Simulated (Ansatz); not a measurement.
Basis-set series for `C=C1O[SiH2]1`. Total charge 0; spin multiplicity 1. Geometry: relaxed with PBE0-D4/def2-TZVP.

```tsv
atom	x (Å)	y (Å)	z (Å)
C1	0.108	1.256	-1.042
C2	0.057	0.196	-0.261
O3	0.488	-1.119	-0.491
Si4	-0.184	-0.975	1.053
H5	-0.278	2.203	-0.690
H6	0.532	1.200	-2.038
H7	-1.471	-1.664	1.278
H8	0.749	-1.097	2.191
```

| functional | basis | functions | energy (Eh) | HOMO (eV) | LUMO (eV) |
| --- | --- | --- | --- | --- | --- |
| PBE0-D4 | def2-SVP | 80 | -442.77234 | -6.84 | -0.58 |
| PBE0-D4 | def2-QZVPP | 361 | -443.07736 | -6.95 | -1.04 |
| ωB97M-V | def2-SVP | 80 | -442.98279 | -9.06 | 1.39 |
| ωB97M-V | def2-QZVPP | 361 | -443.29316 | -9.18 | 0.58 |

Q: Give the rows for def2-TZVPP. (An estimate is asked.)

A: Ansatz gave: 
```tsv
functional	basis	functions	energy (Eh)	HOMO (eV)	LUMO (eV)
PBE0-D4	def2-TZVPP	191	-443.05859	-6.92	-0.94
ωB97M-V	def2-TZVPP	191	-443.27572	-9.15	0.82
```

Positive LUMOs are unbound and depend on the basis.
